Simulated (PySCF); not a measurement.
Excitation energy of Kr²⁺ by level of theory

Kr²⁺ [Ar] 3d10 4s2 4p4 (3P) → Kr²⁺ [Ar] 3d10 4s2 4p3 5s1 (5S), as a difference of total energies. All numbers are calculated (PySCF 2.14, scalar relativity through the core potential, in aug-cc-pVTZ-PP with ECP10MDF (6s5p4d2f, 55 functions)). Correlated levels: valence: 3s2 3p6 3d10 frozen. The calculations carry no spin-orbit coupling.

```json
{"method": "UHF", "excitation energy (eV)": "17.145"}
{"method": "MP2 (valence)", "excitation energy (eV)": "17.368"}
{"method": "SCS-MP2 (valence)", "excitation energy (eV)": "17.612"}
{"method": "CCSD (valence)", "excitation energy (eV)": "17.494"}
{"method": "CCSD(T) (valence)", "excitation energy (eV)": "17.481"}
```

Problem. How much does correlation contribute at CCSD(T) (valence)?

Solution. 17.481 − (17.145) = 0.336 eV, measured against UHF.

The promoted electron is Rydberg-like, and one or two diffuse shells describe it only roughly, which tends to raise the upper state.
